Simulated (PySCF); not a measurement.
C₂H₉NSi₃, SMILES [SiH3]C1=N[SiH2][SiH2]C1. Atoms are numbered in the order given.

```xyz
15

Si     2.7124    -0.1732    -0.3476
C      0.8087    -0.0344    -0.0929
N      0.1352    -0.9557    -0.6910
Si    -1.6565    -0.9448    -0.5328
Si    -1.7043     0.9709     0.8301
C      0.2216     1.0972     0.7610
H      3.4515     0.9360     0.3575
H      3.1768    -1.4935     0.1984
H      3.0101    -0.1027    -1.8182
H     -2.2714    -0.8311    -1.9000
H     -2.1044    -2.2396     0.0862
H     -2.3528     2.1949     0.2443
H     -2.1884     0.7789     2.2411
H      0.5545     2.0743     0.3455
H      0.6721     1.0541     1.7776
```

Coordinates come from a PBE-D3(BJ)/def2-SVP optimisation. This is a generated structure with no PubChem entry under its InChIKey; it may be hypothetical. One conformer was computed; it need not be the lowest.

All values below come from PBE-D3(BJ)/def2-SVP (PySCF).

Frequencies are harmonic and unscaled.

| mode | ν (cm⁻¹) | IR (km/mol) | moving atoms (share of kinetic energy) |
|---|---|---|---|
| 1 | 25 | 0.0 | H 92 % |
| 2 | 44 | 2.4 | H 49 %, C 32 %, Si 19 % |
| 3 | 137 | 0.8 | N 41 %, H 29 %, Si 17 %, C 13 % |
| 4 | 160 | 2.0 | Si 38 %, C 25 %, H 23 %, N 14 % |
| 5 | 319 | 3.5 | Si 79 %, C 11 % |
| 6 | 332 | 11.2 | H 96 % |
| 7 | 356 | 8.0 | Si 68 %, N 18 % |
| 8 | 360 | 0.0 | H 54 %, C 32 %, N 14 % |
| 9 | 426 | 2.6 | Si 86 %, H 14 % |
| 10 | 502 | 4.1 | H 84 % |
| 11 | 562 | 0.6 | H 71 %, Si 20 % |
| 12 | 585 | 26.5 | H 74 %, Si 14 % |
| 13 | 626 | 42.3 | H 77 %, C 14 %, Si 9 % |
| 14 | 632 | 43.5 | H 63 %, N 15 %, Si 11 %, C 10 % |
| 15 | 665 | 3.7 | C 50 %, H 28 %, Si 21 % |
| 16 | 686 | 11.0 | H 90 %, N 8 % |
| 17 | 686 | 48.4 | H 44 %, N 36 %, Si 12 %, C 9 % |
| 18 | 726 | 120.4 | H 35 %, C 24 %, Si 24 %, N 18 % |
| 19 | 777 | 8.7 | H 53 %, C 40 % |
| 20 | 819 | 108.6 | H 45 %, C 33 %, N 16 % |
| 21 | 868 | 280.6 | H 87 % |
| 22 | 891 | 71.2 | H 95 % |
| 23 | 899 | 83.9 | H 94 % |
| 24 | 907 | 9.1 | H 94 % |
| 25 | 912 | 35.4 | H 97 % |
| 26 | 965 | 5.7 | C 51 %, H 40 % |
| 27 | 1055 | 8.6 | H 86 %, C 13 % |
| 28 | 1144 | 31.4 | C 53 %, H 45 % |
| 29 | 1324 | 20.6 | H 92 % |
| 30 | 1618 | 97.7 | C 56 %, N 43 % |
| 31 | 2147 | 129.9 | H 98 % |
| 32 | 2158 | 100.1 | H 98 % |
| 33 | 2165 | 68.9 | H 98 % |
| 34 | 2166 | 0.9 | H 96 % |
| 35 | 2174 | 151.1 | H 96 % |
| 36 | 2176 | 62.1 | H 97 % |
| 37 | 2184 | 90.1 | H 96 % |
| 38 | 2974 | 1.1 | H 94 % |
| 39 | 3020 | 0.0 | H 91 %, C 9 % |
